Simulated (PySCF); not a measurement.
The isolated species `F[SiH2][SiH2]P` is ionised with Al Kα (hν = 1486.6 eV). Calculated photoelectron kinetic energies of its computed core levels, recoil neglected:

```tsv
line	kinetic energy (eV)
1	1379.90
2	1379.28
3	1378.78
4	1378.15
5	1350.03
6	1349.14
7	794.46
```

Method used: PySCF, delta-SCF UKS SCAN, pcX-2 on the ionised atom, pcseg-1 elsewhere, spin-free X2C.

Problem. Which element, shell and site does each line come from? Numbering: `[F:1][SiH2:2][SiH2:3][PH2:4]`.

Solution. Against the vacuum level, binding energy = hν − kinetic energy.

```json
{"line": "1", "binding energy (eV)": "106.70", "level": "Si 2p3/2", "atoms": "Si3", "environment": "SiH2 silicon"}
{"line": "2", "binding energy (eV)": "107.32", "level": "Si 2p1/2", "atoms": "Si3", "environment": "SiH2 silicon"}
{"line": "3", "binding energy (eV)": "107.82", "level": "Si 2p3/2", "atoms": "Si2", "environment": "fluorine-bound silicon"}
{"line": "4", "binding energy (eV)": "108.45", "level": "Si 2p1/2", "atoms": "Si2", "environment": "fluorine-bound silicon"}
{"line": "5", "binding energy (eV)": "136.57", "level": "P 2p3/2", "atoms": "P4", "environment": "three-coordinate phosphorus"}
{"line": "6", "binding energy (eV)": "137.46", "level": "P 2p1/2", "atoms": "P4", "environment": "three-coordinate phosphorus"}
{"line": "7", "binding energy (eV)": "692.14", "level": "F 1s", "atoms": "F1", "environment": "silicon-bound fluorine"}
```

Out of reach at this photon energy: Si 1s (1847.7 and 1846.4 eV), P 1s (2150.1 eV).

Problem. Where does line 5 move with hν = 800.0 eV?

Solution. To 800.0 − 136.57 = 663.43 eV; every photoline shifts by the change in photon energy, -686.6 eV.

The listed Si 2p3/2 values span 1.12 eV, from Si3 (bonded to 2 H, P and Si) to Si2 (bonded to F, 2 H and Si).

Problem. Which photon energy gives electrons from Si 2p3/2 of Si3 a kinetic energy of 20 eV, and what is their de Broglie wavelength?

Solution. hν = 106.70 + 20 = 126.70 eV, recoil neglected; λ = 12.264 Å/√(E/eV) = 2.74 Å.

Other core shells, valence and Auger electrons aren't listed. The 2p values add to the ΔSCF energy of one spin-free hole a correction within the shell (spin–orbit coupling, ligand field). 2p1/2 minus 2p3/2 (ligand field included): Si 0.62 eV, P 0.89 eV. The structure is a single PBE0-D3(BJ)/def2-SVP conformer in the gas phase; no vibrational or solvent corrections.

The run took 28 s on one thread of an Arm Neoverse V2 (shared host).

Conformer computed: `[F:1][SiH2:2][SiH2:3][PH2:4]`: F1–Si2–Si3–P4 180°, H–P4–Si3–Si2 -74°, H–P4–Si3–Si2 -168°.
